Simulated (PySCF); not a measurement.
trichloro(fluoro)methane (CCl3F), SMILES FC(Cl)(Cl)Cl. Heavy atoms are numbered as in [F:1][C:2]([Cl:3])([Cl:4])[Cl:5].

Geometry optimised at B3LYP-D3(BJ)/def2-SVP.

Level of theory: PBE/pcSseg-1 (PySCF).

GIAO shieldings, no solvent; atoms alike by connectivity are averaged. δ = σ(ref) − σ: ¹⁹F against CFCl3 (σ = 133.6 ppm); ¹³C against TMS (σ = 182.0 ppm); ³⁵Cl against HCl (σ = 936.5 ppm), references at their B3LYP-D3(BJ)/def2-TZVP geometries, non-relativistic (without spin–orbit terms, shifts of atoms bonded to Cl or Br come out too high).

| atoms | nucleus | count | δ (ppm) |
|---|---|---|---|
| F1 | ¹⁹F | 1 | -1.8 |
| C2 | ¹³C | 1 | 156.7 |
| Cl3 | ³⁵Cl | 3 | [?] |

**Question.** What belongs in the gaps? (An estimate is asked for; the answer gives what the named calculation found.)

**Answer.** 
- Cl3, δ (ppm): 618.6
